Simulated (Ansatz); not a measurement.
`CB[BH][GaH2]`. Total charge 0; spin multiplicity 1. Correlated methods include outer-core shells of Ga, which these sets cover unevenly. Scalar relativity is left out up to krypton.

```xyz
11

C    -0.379   -0.985   -1.593
B    -0.883   -0.151   -0.365
B    -0.164    1.090    0.381
Ga    1.170    0.752    1.931
H     0.558   -0.656   -2.043
H    -0.276   -2.038   -1.301
H    -1.157   -0.984   -2.365
H    -1.918   -0.513    0.147
H    -0.373    2.247    0.131
H     2.714    0.616    1.646
H     0.709    0.623    3.431
```

(1) Give the diagnostics of a CCSD(T)/def2-TZVPP run (frozen core, Ansatz 0.2.0). (An estimate is asked.)

Answers

(1) Computed: T1 = 0.0142, largest single amplitude 0.023, largest double 0.026, (T) share of the correlation energy 3.7 %, 10 CCSD cycles. The RHF solution is stable towards an unrestricted one. T1 lies under the customary mark of 0.02 for closed shells.
